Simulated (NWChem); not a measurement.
The numbers come from NWChem runs, not from measurements. System: FISn, charge 1, spin multiplicity 2, at the geometry of a parent with another charge or spin, in a state set for the comparison that need not be this species' ground state. Its SCF solution wasn't tested for a lower state. Level: UPBE/def2-TZVP with def2 effective core potentials on Sn, I.

Input file:

```
start mol
memory heap 200 mb stack 900 mb global 1100 mb
charge 1
geometry units angstroms nocenter noautoz
  Sn    -0.935559    -0.898772     0.000000
  F      0.360105    -2.374901     0.000000
  I      0.821453     1.251183     0.000000
  symmetry group Cs
end
basis spherical
  * library def2-tzvp
end
ecp
  Sn library def2-ecp
  I library def2-ecp
end
dft
  xc xpbe96 cpbe96
  odft
  mult 2
  semidirect memsize 60000000 filesize 0
  iterations 100
end
task dft energy
```

Output (cleaned and shortened):

```
             Northwest Computational Chemistry Package (NWChem) 7.3.0
             --------------------------------------------------------

                                NWChem Input Module
                                -------------------

 Scaling coordinates for geometry "geometry" by  1.889725989
 (inverse scale =  0.529177249)

 Turning off AUTOSYM since
 SYMMETRY directive was detected!

                             Geometry "geometry" -> ""
                             -------------------------

 Output coordinates in angstroms (scale by  1.889725989 to convert to a.u.)

  No.       Tag          Charge          X              Y              Z
 ---- ---------------- ---------- -------------- -------------- --------------
    1 Sn                  50.0000    -0.93555900    -0.89877200     0.00000000
    2 F                    9.0000     0.36010500    -2.37490100     0.00000000
    3 I                   53.0000     0.82145300     1.25118300     0.00000000

 Effective nuclear repulsion energy (a.u.)     695.3487268137

            Nuclear Dipole moment (a.u.)
            ----------------------------
        X                 Y               Z
 ---------------- ---------------- ----------------
     0.0000075589    -0.0000188973     0.0000000000

      Symmetry information
      --------------------

 Group name             Cs
 Group number              2
 Group order               2
 No. of unique centers     3

      Symmetry unique atoms

     1    2    3


 Summary of "ao basis" -> "" (spherical)
 ------------------------------------------------------------------------------
       Tag                 Description            Shells   Functions and Types
 ---------------- ------------------------------  ------  ---------------------
 *                         def2-tzvp                  on all atoms

 Summary of "ao basis" -> "ao basis" (spherical)
 ------------------------------------------------------------------------------
       Tag                 Description            Shells   Functions and Types
 ---------------- ------------------------------  ------  ---------------------
 Sn                        def2-tzvp                16       50   6s5p3d2f
 F                         def2-tzvp                11       31   5s3p2d1f
 I                         def2-tzvp                16       50   6s5p3d2f

 Summary of "ao basis" -> "ao basis" (spherical)
 ------------------------------------------------------------------------------
       Tag                 Description            Shells   Functions and Types
 ---------------- ------------------------------  ------  ---------------------
 Sn                        def2-tzvp                16       50   6s5p3d2f
 F                         def2-tzvp                11       31   5s3p2d1f
 I                         def2-tzvp                16       50   6s5p3d2f

      Symmetry analysis of basis
      --------------------------

        a'         87
        a"         44

            General Information
            -------------------
          SCF calculation type: DFT
          Wavefunction type:  spin polarized.
          No. of atoms     :     3
          No. of electrons :    55
           Alpha electrons :    28
            Beta electrons :    27
          Charge           :     1
          Spin multiplicity:     2
          Use of symmetry is: on ; symmetry adaption is: on
          Maximum number of iterations: 100
          AO basis - number of functions:   131
                     number of shells:    43
[...]
   Bfn.  Coefficient  Atom+Function         Bfn.  Coefficient  Atom+Function
  ----- ------------  ---------------      ----- ------------  ---------------
    97      0.494173  3 I  px                91     -0.413786  3 I  px
    94      0.344193  3 I  px                 5      0.317287  1 Sn s
     2      0.222697  1 Sn s                  6      0.211436  1 Sn s
     3     -0.188571  1 Sn s                100      0.178699  3 I  px
     1     -0.140681  1 Sn s                 56      0.135101  2 F  px

 Vector   29  Occ=0.000000D+00  E=-3.343177D-01  Symmetry=a"
              MO Center= -8.0D-01, -7.1D-01, -5.9D-14, r^2= 3.4D+00
   Bfn.  Coefficient  Atom+Function         Bfn.  Coefficient  Atom+Function
  ----- ------------  ---------------      ----- ------------  ---------------
    18      0.584165  1 Sn pz                15      0.391405  1 Sn pz
    12     -0.387622  1 Sn pz                99     -0.170977  3 I  pz
    21      0.169417  1 Sn pz                93      0.138782  3 I  pz
    58     -0.135887  2 F  pz                96     -0.123223  3 I  pz
    61     -0.105425  2 F  pz                64     -0.097734  2 F  pz

 Vector   30  Occ=0.000000D+00  E=-2.672810D-01  Symmetry=a'
              MO Center= -5.7D-01, -3.9D-01, -5.3D-15, r^2= 5.2D+00
   Bfn.  Coefficient  Atom+Function         Bfn.  Coefficient  Atom+Function
  ----- ------------  ---------------      ----- ------------  ---------------
    17      0.459809  1 Sn py                16      0.390274  1 Sn px
    14      0.277516  1 Sn py                11     -0.272071  1 Sn py
    13      0.248198  1 Sn px                10     -0.240267  1 Sn px
    86     -0.235977  3 I  s                 98      0.227280  3 I  py
   101      0.220962  3 I  py                97      0.217626  3 I  px

   alpha - beta orbital overlaps
   -----------------------------

   alpha      1      2      3      4      5      6      7      8      9     10
    beta      1      2      3      4      5      6      7      8      9     10
 overlap   1.000  1.000  1.000  0.998  0.998  1.000  1.000  0.998  0.998  0.969

   alpha     11     12     13     14     15     16     17     18     19     20
    beta     11     12     13     14     15     16     17     18     19     20
 overlap   0.965  0.995  0.995  0.996  1.000  1.000  0.996  0.996  1.000  1.000

   alpha     21     22     23     24     25     26     27     28     29     30
    beta     21     22     23     24     25     28     26     27     29     30
 overlap   1.000  0.999  0.985  1.000  0.989  0.910  1.000  0.922  1.000  0.999

   alpha     31     32     33     34     35     36     37     38     39     40
    beta     31     32     33     34     35     36     37     38     39     40
 overlap   0.999  0.996  0.988  0.964  0.946  0.989  0.946  0.887  0.788  0.877

   alpha     41     42     43     44     45     46     47     48     49     50
    beta     41     42     43     44     45     46     47     48     49     50
 overlap   0.998  0.983  0.993  0.994  0.992  0.988  0.999  0.991  0.992  0.991

   alpha     51     52     53     54     55     56     57     58     59     60
    beta     51     53     52     54     55     57     56     58     59     60
 overlap   0.995  0.967  0.999  0.996  0.961  0.996  0.993  0.999  0.979  0.855

   alpha     61     62     63     64     65     66     67     68     69     70
    beta     61     62     64     63     65     66     67     68     69     70
 overlap   0.966  0.800  0.936  0.974  0.981  0.990  0.999  0.884  0.877  0.993

   alpha     71     72     73     74     75     76     77     78     79     80
    beta     71     72     73     74     75     76     77     78     79     80
 overlap   0.999  0.999  0.996  0.999  0.990  1.000  0.994  0.996  0.994  0.996

   alpha     81     82     83     84     85     86     87     88     89     90
    beta     81     82     83     84     85     86     87     88     89     90
 overlap   0.930  0.931  0.999  1.000  1.000  1.000  1.000  1.000  1.000  1.000

   alpha     91     92     93     94     95     96     97     98     99    100
    beta     91     92     93     94     95     97     96     98     99    100
 overlap   1.000  1.000  1.000  1.000  1.000  0.991  0.914  0.885  0.990  0.962

   alpha    101    102    103    104    105    106    107    108    109    110
    beta    102    101    103    104    105    106    107    108    109    110
 overlap   0.999  0.999  1.000  1.000  1.000  1.000  1.000  1.000  0.971  0.974

   alpha    111    112    113    114    115    116    117    118    119    120
    beta    113    112    111    114    115    116    117    118    119    120
 overlap   0.940  0.948  0.936  0.970  0.999  1.000  1.000  1.000  1.000  1.000

   alpha    121    122    123    124    125    126    127    128    129    130
    beta    122    121    123    124    125    126    127    128    129    130
 overlap   1.000  1.000  1.000  1.000  1.000  1.000  1.000  1.000  1.000  1.000

   alpha    131
    beta    131
 overlap   1.000

     --------------------------
     Expectation value of S2:
     --------------------------
      <S2> =      0.7528 (Exact =     0.7500)

 center of mass
 --------------
 x =   0.00558781 y =   0.05508322 z =   0.00000000

 moments of inertia (a.u.)
 ------------------
        1431.379579630327        -761.688412312095           0.000000000000
        -761.688412312095         683.101025874500           0.000000000000
           0.000000000000           0.000000000000        2114.480605504827

     Multipole analysis of the density
     ---------------------------------

     L   x y z        total         alpha         beta         nuclear
     -   - - -        -----         -----         ----         -------
     0   0 0 0      1.000000    -28.000000    -27.000000     56.000000

     1   1 0 0     -1.029876     -3.885433     -3.182065      6.037622
     1   0 1 0      0.413576      9.017003     10.043479    -18.646905
     1   0 0 1     -0.000000     -0.000000     -0.000000      0.000000

     2   2 0 0    -30.879302    -85.525152    -78.528639    133.174489
     2   1 1 0      6.737276    -63.481342    -60.112982    130.331600
     2   1 0 1     -0.000000      0.000000     -0.000000      0.000000
     2   0 2 0    -35.332261   -213.922968   -205.903179    384.493887
     2   0 1 1      0.000000      0.000000      0.000000      0.000000
     2   0 0 2    -36.161337    -18.676327    -17.485011      0.000000

 Task  times  cpu:       59.5s     wall:       59.5s

 Total times  cpu:       59.5s     wall:       59.5s
```
